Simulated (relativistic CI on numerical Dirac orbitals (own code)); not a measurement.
## Transition arrays of Rh IX

Computed by Dirac-Coulomb-Breit CI, orbitals from a KLI potential per configuration, QED by a radiative potential, valence Slater integrals scaled by 0.9, whole transition arrays (own radial code, finite nucleus).

CI space (outside the closed core [Ar] 3d10 4s2): 4p6 4d, 4p6 4f, 4p5 4d2, 4p6 5p, 4p6 5f. Levels of other configurations are missing.

All E1 lines from the levels of 4p6 4d; mean and standard deviation are weighted by gf, and upper levels are sorted by their leading configuration.

```csv
Upper configuration,Lines,Σgf,Mean (eV),Mean (nm),σ (eV),Strongest line (nm)
4p5 4d2,63,76.2,67.22,18.444,2.81,18.608
4p6 5p,3,1.6,46.91,26.431,0.34,26.350
4p6 5f,3,1.5,84.12,14.740,0.30,14.781
```

Σgf per state of the lower configuration in bins of 0.2 nm over the central range (centre: value): 14.7: 0.15, 17.7: 1.03, 17.9: 1.71, 18.1: 0.09, 18.3: 1.24, 18.7: 1.87, 18.9: 1.43, 19.1: 0.02, 21.9: 0.03, 22.3: 0.02, 22.9: 0.06, 23.5: 0.04.

Q: How do configuration mixing and the scaling of the Slater integrals move the arrays?

A: Slater scale 0.9, no configuration mixing: 4p6 4f 53.9 ± 0.3 eV (Σgf 11.1), 4p5 4d2 66.6 ± 3.5 eV (Σgf 62.8), 4p6 5p 46.9 ± 0.3 eV (Σgf 1.7), 4p6 5f 83.8 ± 0.3 eV (Σgf 0.1); Slater scale 1: 4p5 4d2 68.7 ± 3.0 eV (Σgf 77.5), 4p6 5p 46.9 ± 0.3 eV (Σgf 1.6), 4p6 5f 84.2 ± 0.3 eV (Σgf 1.9); Slater scale 0.8: 4p5 4d2 65.7 ± 2.6 eV (Σgf 74.8), 4p6 5p 46.9 ± 0.3 eV (Σgf 1.6), 4p6 5f 84.0 ± 0.3 eV (Σgf 1.2). With mixing, levels are counted to their leading configuration, so an array can shrink or vanish into another, and the sums then hold other lines.
